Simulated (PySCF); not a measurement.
**Fe²⁺: excitation energy**

Fe²⁺ [Ar] 3d6 (5D) → Fe²⁺ [Ar] 3d5 4p1 (7P), as a difference of total energies. Calculation: PySCF 2.14, in x2c-QZVPPall with one added diffuse shell each of s, p, d, f, g type (12s8p6d5f3g, 128 functions); scalar relativity by spin-free X2C-1e. Correlated levels: valence: [Ar] frozen; valence and next inner shell: [Ne] frozen. The calculations carry no spin-orbit coupling.

| method | excitation energy (eV) |
| --- | --- |
| UHF | 8.497 |
| LDA | 10.341 |
| PBE | 10.267 |
| PBE0 | 10.077 |
| r2SCAN | 9.838 |
| revPBE | 10.262 |
| wB97M-V | 10.336 |
| TPSSh | 10.348 |
| MP2 (valence) | 9.826 |
| SCS-MP2 (valence) | 10.241 |
| MP2 (valence and next inner shell) | 10.079 |
| SCS-MP2 (valence and next inner shell) | 10.244 |

How much does correlation contribute at MP2 (valence and next inner shell)?

10.079 − (8.497) = 1.582 eV, measured against UHF.

A first-order spin-orbit estimate (lowest level to lowest level, LS coupling) adds 0.009 eV.
